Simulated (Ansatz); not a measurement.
C₃H₅F₃O, SMILES `COC(F)(F)CF`, relaxed with RKS PBE-D4/def2-SVP in the Gaussian-basis code of Ansatz from a rough embedded geometry. The force threshold is 0.03 eV/Å; the program also tests the step.

Charge 0, multiplicity 1.

Start:

```xyz
12

C    -1.264    1.169   -0.686
O    -0.377    0.147   -0.841
C     0.249   -0.101    0.398
F     0.873    0.926    0.857
F    -0.698   -0.445    1.326
C     1.241   -1.275    0.244
F     1.873   -1.570    1.442
H    -0.831    2.091   -0.386
H    -1.767    1.350   -1.732
H    -2.097    0.932   -0.025
H     2.039   -1.014   -0.501
H     0.759   -2.211   -0.095
```

```
step  energy (eV)  largest force (eV/Å)  largest move (Å)
   1  -13365.5886                 3.708             0.000
   2  -13365.9590                 1.619             0.057
   3  -13366.0571                 0.530             0.064
   4  -13366.0636                 0.096             0.013
   5  -13366.0639                 0.009             0.004
```

End:

```xyz
12

C    -1.306    1.183   -0.737
O    -0.337    0.128   -0.748
C     0.261   -0.141    0.444
F     0.908    0.964    0.943
F    -0.662   -0.482    1.405
C     1.249   -1.284    0.229
F     1.891   -1.588    1.404
H    -0.842    2.144   -0.435
H    -1.687    1.263   -1.771
H    -2.143    0.946   -0.048
H     1.984   -0.968   -0.542
H     0.684   -2.165   -0.143
```

Run time 4.8 s (4 threads of an Intel Xeon 6975P-C on a shared host); peak host memory 0.18 GiB.
